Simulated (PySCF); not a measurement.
## Electronic structure of Ti+ (titanium, charge +1) at the UHF level

Configuration: [Ar] 3d2 4s1, high-spin 4F determinant. Calculation: PySCF 2.14, in Sapporo-DKH3-DZP-2012; the spin-free X2C one-electron Hamiltonian (Gaussian nucleus).

```
Total energy                        : -852.521972 hartree
One-electron energy                 : -1162.7787 hartree
Hartree (Coulomb) energy            : 351.5455 hartree
Exchange energy                     : -41.2888 hartree
⟨S²⟩                                : 3.7521
⟨L²⟩                                : 12.030
Sum of ⟨r⟩                          : 17.28 bohr
Sum of ⟨r²⟩                         : 29.27 bohr²
Langevin diamagnetic susceptibility : -23.2 ×10⁻⁶ cm³/mol
Time after the integrals            : 0.15 s of wall time on 1 thread of Neoverse-V2 (shared host)
```

| shell | electrons | mean orbital energy (hartree) | rms radius, mean of both spins (bohr) |
| --- | --- | --- | --- |
| 1s α | 1 | -184.66443 | 0.0804 |
| 1s β | 1 | -184.66197 | 0.0804 |
| 2s α | 1 | -21.93139 | 0.351 |
| 2s β | 1 | -21.89362 | 0.351 |
| 2p α | 3 | -18.10144 | 0.320 |
| 2p β | 3 | -18.06696 | 0.320 |
| 3s α | 1 | -3.23817 | 1.08 |
| 3s β | 1 | -3.09856 | 1.08 |
| 3p α | 3 | -2.14474 | 1.18 |
| 3p β | 3 | -1.98226 | 1.18 |
| 3d α | 2 | -0.70619 | 1.64 |
| 4s α | 1 | -0.47852 | 3.51 |

Densities and radii are taken from the X2C orbitals without a picture-change correction, which distorts them close to the nucleus.
